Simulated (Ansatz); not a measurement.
Ansatz results at the PBE0-D4/def2-TZVP geometry: size of the dipole moment (PBE/def2-TZVPP) 2.27 D; size of the dipole moment (B3LYP/def2-TZVPP) 1.82 D; size of the dipole moment (ωB97M-V/def2-TZVPP) 1.48 D.

Each molecule was computed in one conformer, which needn't be the lowest.

Question: Which molecule gave them?
A. `[NH2][Sn]([NH2])[NH2]`•
B. `N[SiH2][S]`•
C. `F[Si](F)(F)[Se]`•
D. `[BH]CC`•

Answer: B. The others give `F[Si](F)(F)[Se]`•: 1.15, 1.27, 1.22; `[NH2][Sn]([NH2])[NH2]`•: 1.73, 2.06, 2.35; `[BH]CC`•: 1.27, 1.17, 1.21.

B3LYP here is the variant with VWN-RPA as its local correlation; programs differ in this.
